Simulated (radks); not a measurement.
Values are calculated unless marked as measured or tabulated.
Task: Spherical quantum dot in the effective-mass picture: electrons in a parabolic well V = omega^2 r^2 / 2 with omega = 1.48, with a point charge +1 (a donor) at the centre, all in effective atomic units (hartree* = m*/eps^2 hartree, bohr* = eps/m* bohr), one dielectric constant everywhere. Level of theory: non-relativistic Kohn-Sham, PBE, spin-polarised, spherical densities (a radial shooting solver with Libxc functionals). Levels are named by radial order and angular momentum (1s, 1p, 1d, 2s, ...), and open shells are averaged over m. At N = 28 the configuration is 1s2 1p6 1d10 2s2 1f(up 7, down 1). Does electron 29 go into 2p up or 1f down or 2p down?

Result: Into 1f down. The total energies of the other choices lie higher by 0.0575 hartree* (2p up), 0.111 hartree* (2p down).
